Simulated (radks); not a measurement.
The numbers below are computed, except where a source is named.
Initial-state core-level shifts of the iridium ion Ir3+ when its valence configuration changes from [Xe] 4f14 5d6. Level of theory: Dirac Kohn-Sham, BLYP, spin-unpolarised, spherical densities, finite nucleus; open shells fill j = l - 1/2 first; Fermi nuclear charge, rms radius 5.4032 fm (a radial shooting solver on a logarithmic mesh with Libxc functionals). Shifts are changes of the shell-averaged eigenvalues in eV (positive: less bound); the change of the density at the nucleus, which sets a Mossbauer isomer shift, is in e/bohr^3, on a base of 1.821e+06.

4f13 5d6 6p1: 2p -17.855; 3p -19.747; 4d -17.001; 5p -8.182; density at nucleus +151.2
4f14 5d5.5 6s0.5: 2p -1.946; 3p -1.918; 4d -1.900; 5p -1.670; density at nucleus +100.4
4f13 5d7: 2p -12.639; 3p -14.579; 4d -11.886; 5p -3.627; density at nucleus +124.5
4f14 5d5 6s1: 2p -3.948; 3p -3.888; 4d -3.849; 5p -3.368; density at nucleus +206.6
4f14 5d5 6p1: 2p -5.057; 3p -5.010; 4d -4.973; 5p -4.443; density at nucleus +25.7
4f13 5d5 6s2: 2p -21.068; 3p -22.864; 4d -20.049; 5p -10.678; density at nucleus +577.5
4f13.5 5d6 6p0.5: 2p -8.796; 3p -9.728; 4d -8.408; 5p -4.065; density at nucleus +74.0
4f13 5d6 6s1: 2p -16.751; 3p -18.628; 4d -15.882; 5p -7.108; density at nucleus +338.4
4f13 5d5 6s1 6p1: 2p -22.162; 3p -23.973; 4d -21.157; 5p -11.733; density at nucleus +383.1
